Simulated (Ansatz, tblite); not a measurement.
Adding an electron: the cluster TaSe₂⁺. Charge 1, multiplicity 1. Geometry: r2SCAN-D4/def2-TZVP. Ansatz, gas phase; energy differences of separate SCF runs; the reduced species was run as a doublet alone.

```xyz
3

Ta    0.2450    0.8296   -0.2887
Se   -0.3895    0.2399    1.7994
Se    0.1445   -1.0696   -1.5107
```

In the def2 sets Ta takes a core potential; there is no spin–orbit coupling. The xTB rows come from tblite. The structure comes from a short search, and lower isomers may exist.

| level | −HOMO (eV) | −LUMO (eV) | vertical EA (eV) | HOMO–LUMO gap (eV) |
| --- | --- | --- | --- | --- |
| GFN1-xTB | 15.98 | 15.46 | 12.71 | 0.52 |
| GFN2-xTB | 15.43 | 15.23 | 12.60 | 0.20 |
| PBE-D4/def2-TZVP | 10.85 | 10.49 | 8.00 | 0.37 |
| r2SCAN-D4/def2-TZVP | 11.06 | 10.20 | 8.18 | 0.86 |
| PBE0-D4/def2-TZVP | 11.81 | 9.50 | 8.15 | 2.31 |

  Raw xTB energy differences between charge states are shifted by several eV; the methods need an empirical correction for them.
